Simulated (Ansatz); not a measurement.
Gas-phase electronic energies from Ansatz, PBE0-D4/def2-TZVP geometries. CBS: MP2 limit from def2 TZ/QZ plus the TZ coupled-cluster correction, frozen cores. This one scheme is used for every species, atoms too. DFT in def2-TZVPP. HSE06 is defined as in plane-wave codes. Open shells (•) are unrestricted, without spin–orbit coupling. Spin–orbit coupling would lower the free atoms: a little for C. For As outer-core shells are correlated without core-valence functions, so the limit isn't a true one: a few kJ/mol of doubt a bond, and 10 to 20 or more in all where bonds break to atoms. Scalar relativity is left out up to krypton.

Reaction (atomization): `C1C[AsH]1` → As• + 2 C• + 5 H•

(1) What is ΔE at CCSD(T)/CBS? (Estimate.)

(2) What do these levels give: BLYP-D4, r2SCANh-D4, HSE06-D4, BHLYP-D4, CAM-B3LYP-D4, ωB97X-V, r2SCANh, r2SCAN0, MP2/def2-SVP, CCSD(T)/def2-SVP, HF/def2-QZVPP, CCSD/CBS(def2)? (Estimate.)

Largest T1 diagnostic among the species: 0.010.

Answers

(1) Computed: +2806.0 kJ/mol.

(2) Computed: BLYP-D4 2811.9, r2SCANh-D4 2802.5, HSE06-D4 2823.7, BHLYP-D4 2733.8, CAM-B3LYP-D4 2815.6, ωB97X-V 2823.3, r2SCANh 2799.3, r2SCAN0 2776.7, MP2/def2-SVP 2649.3, CCSD(T)/def2-SVP 2641.0, HF/def2-QZVPP 1997.2, CCSD/CBS(def2) 2760.7 kJ/mol.

In def2-TZVPP, CCSD(T) changes the Hartree–Fock value by +743.7 kJ/mol (the triples alone add +45.3 kJ/mol) and MP2 by +762.7 kJ/mol; breaking electron pairs costs correlation energy, which Hartree–Fock lacks. From BLYP to BHLYP (50 % exact exchange), in def2-TZVPP and without D4, ΔE moves by −63.6 kJ/mol: exact exchange takes away binding that semilocal exchange gives to molecules. The D4 term adds +22.1 kJ/mol with B3LYP and +11.2 kJ/mol with PBE0; it sums over pairs of atoms, weighted by their polarisabilities, and B3LYP, whose exchange is more repulsive, gets the larger term.

B3LYP here is the variant with VWN-RPA as its local correlation; programs differ in this.

For atomizations the MP2-based limit and the directly extrapolated one differ by several kJ/mol either way, and by 10 to 25 for some Ge, Se and Sn compounds, so smaller differences from it don't rank the levels.
